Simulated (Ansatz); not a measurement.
`C[SiH2][Te][SiH3]` → `C[SiH]` + `[SiH3][TeH]` at 600 K and 1 bar (silylene formation by 1,1-elimination).

Calculated with Ansatz (gas phase, PBE0-D4/def2-TZVP geometries, no zero-point term in ΔE). CCSD(T)/CBS adds triple-zeta CCSD(T) − MP2 to the extrapolated MP2 energy (def2 sets, frozen cores). This one scheme is used for every species. def2 core potentials past Kr. For Te outer-core shells are correlated without core-valence functions, which leaves a few kJ/mol of doubt a bond. Each species was taken in one conformer, which may not be the lowest.

```json
{"species": "`C[SiH2][Te][SiH3]`", "CCSD(T)/CBS energy (Eh)": "-888.79691", "H − E (kJ/mol)": "281.4", "S (J/(mol·K))": "511.4"}
{"species": "`C[SiH]`", "CCSD(T)/CBS energy (Eh)": "-329.46712", "H − E (kJ/mol)": "143.5", "S (J/(mol·K))": "309.3"}
{"species": "`[SiH3][TeH]`", "CCSD(T)/CBS energy (Eh)": "-559.21313", "H − E (kJ/mol)": "121.5", "S (J/(mol·K))": "353.7"}
```

H − E and S are ideal-gas, rigid-rotor, harmonic terms from PBE0-D4/def2-TZVP, for one conformer and one mirror image of each species. 1 Eh = 2625.50 kJ/mol, R = 8.31446 J/(mol·K).

**Question.** By hand: ΔE, ΔH, ΔS and ΔG.

**Answer.** ΔE = (-329.46712) + (-559.21313) − (-888.79691) = 0.11666 Eh = 306.3 kJ/mol. Δ(H − E) = 143.5 + 121.5 − 281.4 = -16.4, so ΔH = 289.9 kJ/mol. ΔS = 309.3 + 353.7 − 511.4 = 151.6 J/(mol·K). ΔG = 289.9 − 600 × (151.6)/1000 = 198.9 kJ/mol.

**Question.** By hand: the equilibrium constant, and the temperature at which ΔG would vanish if ΔH and ΔS stayed fixed.

**Answer.** log₁₀ K = −ΔG/(RT ln 10) = -17.3. ΔG = 0 at ΔH/ΔS = 1912 K.

The number of gas molecules changes by +1, which sets the sign of ΔS. A doubt of 5 kJ/mol in ΔE shifts log₁₀ K by 0.4 here. Other conformers and mirror images would add mixing entropy, several J/(mol·K) or more a flexible species. Modes under 60 cm⁻¹, often nearly free rotors, make the harmonic entropy too high. These are equilibria of isolated gas molecules and say nothing of rates. Largest T1 diagnostic: 0.012 (customary marks: 0.02 for closed shells, 0.045 for open ones).
